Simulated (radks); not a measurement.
Values are calculated unless marked as measured or tabulated.
Ionisation of Ge+, [Ar] 3d10 4s2 4p1, to Ge2+, [Ar] 3d10 4s2, under several functionals. Scalar-relativistic Kohn-Sham, spin-polarised, spherical densities, finite nucleus; open shells are filled with parallel spins first; a radial shooting solver on a logarithmic mesh with Libxc functionals.

\begin{tabular}{lrrrrrr}
functional & E(Ge+) (hartree) & Exc (hartree) & IE (eV) & -e(HOMO) (eV) & <r> HOMO (bohr) & IE error (eV) \\ \hline
r2SCAN & -2098.89998 & -79.60552 & 15.685 & 11.825 & 2.516 & -0.250 \\
BLYP & -2098.95898 & -79.69035 & 15.650 & 11.526 & 2.543 & -0.285 \\
TASK exchange with Perdew-Wang LDA correlation & -2098.23089 & -78.91489 & 15.530 & 11.904 & 2.465 & -0.405 \\
RPBE & -2098.78147 & -79.51885 & 15.605 & 11.625 & 2.548 & -0.330 \\
MS2 meta-GGA & -2098.59812 & -79.30860 & 15.636 & 11.685 & 2.530 & -0.298 \\
exchange-only PBE & -2097.07784 & -77.77584 & 14.989 & 10.994 & 2.595 & -0.946 \\
OLYP & -2099.45950 & -80.27450 & 15.450 & 11.479 & 2.542 & -0.485 \\
LDA (Slater exchange, Perdew-Wang correlation) & -2095.61368 & -76.29677 & 15.909 & 11.812 & 2.522 & -0.025 \\
LDA (Slater exchange, Perdew-Zunger correlation) & -2095.60987 & -76.29299 & 15.901 & 11.795 & 2.523 & -0.034 \\
exchange-only LDA & -2092.80359 & -73.43487 & 14.867 & 10.886 & 2.576 & -1.067 \\
exchange-only r2SCAN & -2097.39287 & -78.07483 & 14.861 & 11.111 & 2.549 & -1.074 \\
LDA (Slater exchange, VWN5 correlation) & -2095.62688 & -76.31029 & 15.915 & 11.820 & 2.522 & -0.020 \\
\end{tabular}

NIST Atomic Spectra Database: 15.935 eV (measured). Closest: LDA (Slater exchange, VWN5 correlation). The Delta-SCF values span 1.05 eV, the total energies 6.66 hartree. The highest occupied level is 4p. Open shells are spherical and high-spin; term and fine-structure splittings are not resolved.
